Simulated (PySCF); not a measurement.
# `C=C[C@@H]1C=CCC=C1F`, C8H9F

Molfile (atoms numbered from 1):
```
C8H9F
     RDKit          3D

 18 18  0  0  0  0  0  0  0  0999 V2000
    2.9199   -0.3860   -0.2756 C   0  0  0  0  0  0  0  0  0  0  0  0
    1.6672   -0.4500    0.1310 C   0  0  0  0  0  0  0  0  0  0  0  0
    0.5564    0.4272   -0.3953 C   0  0  2  0  0  0  0  0  0  0  0  0
   -0.0558    1.2002    0.7400 C   0  0  0  0  0  0  0  0  0  0  0  0
   -1.2329    0.9135    1.2673 C   0  0  0  0  0  0  0  0  0  0  0  0
   -2.1254   -0.1807    0.7702 C   0  0  0  0  0  0  0  0  0  0  0  0
   -1.6697   -0.7265   -0.5451 C   0  0  0  0  0  0  0  0  0  0  0  0
   -0.4855   -0.4300   -1.0469 C   0  0  0  0  0  0  0  0  0  0  0  0
   -0.1116   -0.9247   -2.2539 F   0  0  0  0  0  0  0  0  0  0  0  0
    3.2383    0.3152   -1.0299 H   0  0  0  0  0  0  0  0  0  0  0  0
    3.6809   -1.0355    0.1227 H   0  0  0  0  0  0  0  0  0  0  0  0
    1.3586   -1.1627    0.8840 H   0  0  0  0  0  0  0  0  0  0  0  0
    0.9757    1.1128   -1.1415 H   0  0  0  0  0  0  0  0  0  0  0  0
    0.5513    2.0016    1.1356 H   0  0  0  0  0  0  0  0  0  0  0  0
   -1.6148    1.4868    2.1006 H   0  0  0  0  0  0  0  0  0  0  0  0
   -3.1490    0.1967    0.6743 H   0  0  0  0  0  0  0  0  0  0  0  0
   -2.1627   -0.9870    1.5136 H   0  0  0  0  0  0  0  0  0  0  0  0
   -2.3497   -1.3643   -1.0894 H   0  0  0  0  0  0  0  0  0  0  0  0
  1  2  2  0
  2  3  1  0
  3  4  1  0
  4  5  2  0
  5  6  1  0
  6  7  1  0
  7  8  2  0
  8  9  1  0
  8  3  1  0
  1 10  1  0
  1 11  1  0
  2 12  1  0
  3 13  1  6
  4 14  1  0
  5 15  1  0
  6 16  1  0
  6 17  1  0
  7 18  1  0
M  END
```

Method: GIAO B3LYP/pcSseg-1 magnetisability, rotational g tensor and spin-rotation constants, non-relativistic, gas phase in PySCF 2.14.0. Geometry: GFN2-xTB.

What are the magnetisability and the molar susceptibility?

Isotropic -1180 × 10⁻³⁰ J/T², or -71.1 × 10⁻⁶ cm³/mol; principal values -1259, -1189, -1094 × 10⁻³⁰ J/T², anisotropy 144 × 10⁻³⁰ J/T² (root of half the summed squared differences of the principal values). The susceptibility is in cgs units.

Split it along the inertial axes a, b, c into diamagnetic and paramagnetic parts about the centre of mass, with the quadrupole moment.


| axis | χ (10⁻⁶ cm³/mol) | diamagnetic (10⁻⁶ cm³/mol) | paramagnetic (10⁻⁶ cm³/mol) | summed x² of all electrons (Å²) | quadrupole Θ (D Å) |
| --- | --- | --- | --- | --- | --- |
| a | -68.6 | -594.8 | 526.2 | 190.7 | +5.99 |
| b | -71.6 | -940.6 | 869.0 | 109.2 | -5.84 |
| c | -73.1 | -1272.0 | 1198.9 | 31.0 | -0.14 |

Anisotropies 2χaa − χbb − χcc = +7.5 and 2χbb − χaa − χcc = -1.4 × 10⁻⁶ cm³/mol. Θ is traceless in Buckingham's convention.

And the rotational g tensor?


```tsv
axis	rotational constant (GHz)	g	nuclear part	electronic part
a	2.3828	-0.0320	0.5570	-0.5890
b	1.4843	-0.0130	0.5930	-0.6060
c	1.0253	-0.0099	0.5676	-0.5775
```
Asymmetric top; isotopes 12C, 19F, 1H; no vibrational averaging.
